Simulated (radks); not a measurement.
The numbers below are computed, except where a source is named.
The bismuth anion Bi3-, [Rn], held by a Watson sphere: a shell of charge +3 at radius R that stands for the Madelung well of a crystal (potential energy -3/R inside, -3/r outside, in hartree with lengths in bohr). Level of theory: scalar-relativistic Kohn-Sham, PBE, spin-polarised, spherical densities, finite nucleus; Fermi nuclear charge, rms radius of each element as measured or else 0.836 A^(1/3) + 0.57 fm (a radial shooting solver on a logarithmic mesh with Libxc functionals). Response by self-consistent Sternheimer equations with the Hartree and adiabatic LDA kernel, the relativistic mass of each level held fixed and spin-orbit coupling left out. The sphere does not respond.

| R (bohr) | e(5d) (eV) | e(6s) (eV) | e(6p) (eV) | <r> 6p (bohr) | sum of <r^2> (bohr^2) | X-ray form factor at sin(theta)/lambda = 0.2 1/angstrom | alpha (bohr^3) |
|---|---|---|---|---|---|---|---|
| 3.28 | -25.704 | -14.568 | -5.844 | 3.148 | 112.7 | 69.919 | 82.18 |
| 3.31 | -25.654 | -14.497 | -5.799 | 3.160 | 113.3 | 69.917 | 83.71 |
| 3.32 | -25.638 | -14.474 | -5.785 | 3.164 | 113.5 | 69.916 | 84.23 |
| 5.36 | -24.012 | -11.788 | -3.417 | 3.962 | 156.7 | 70.059 | 281.6 |
